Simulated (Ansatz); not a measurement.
Species: BSiH$_{3}$F, charge 0, doublet. BSiH3F (SMILES [SiH2]BF, doublet).
B3LYP-D3(BJ)/def2-TZVP minimum from Ansatz (a quantum-chemistry and plane-wave program):
```xyz
6

B     -0.3778    -0.7293     0.3637
F      0.5103    -1.0435     1.3077
H     -1.3460    -1.4210     0.2516
Si    -0.0965     0.8242    -0.8032
H     -1.0709     1.1836    -1.8521
H      1.0638     1.7366    -0.7429
```
Charge 0, spin multiplicity 2.

Wanted: atomisation energy (electronic, to ground-state atoms), in kcal/mol. Radicals and triplets start from unrestricted determinants; spin-orbit coupling is neglected. CBS(X,Y): correlation extrapolated as X^-3, Hartree-Fock from the larger set. A bracket is a step between two methods taken in the basis named. The functionals are non-relativistic, so their misses hold any scalar relativity. '+ core + X2C': CCSD(T) terms for core correlation (cc-pwCVTZ, 1s frozen past Ne) and scalar relativity (cc-pVTZ-DK). For partners of very few electrons the exact lower level stands in for a higher one.

CCSD(T)/CBS(cc-pV(T+d)Z,cc-pV(Q+d)Z) + [CCSDT(Q) - CCSD(T)]/cc-pV(D+d)Z + core + X2C (Ansatz) gives 459.6 kcal/mol.

Q: What does PBE/def2-TZVPD (Ansatz) give here, and how do the other levels compare?

A: PBE gives 465.2 kcal/mol, 5.6 kcal/mol above it. Differences of the others: r2SCAN/def2-TZVPD (Ansatz) 6.8; B3LYP/def2-TZVPD (Ansatz) -0.4; wB97M-V/def2-TZVPD (Ansatz) 1.0; CCSD(T)/CBS(cc-pV(T+d)Z,cc-pV(Q+d)Z) + core + X2C (Ansatz) -0.5 kcal/mol. Nearer than PBE: B3LYP/def2-TZVPD, wB97M-V/def2-TZVPD, CCSD(T)/CBS(cc-pV(T+d)Z,cc-pV(Q+d)Z) + core + X2C.
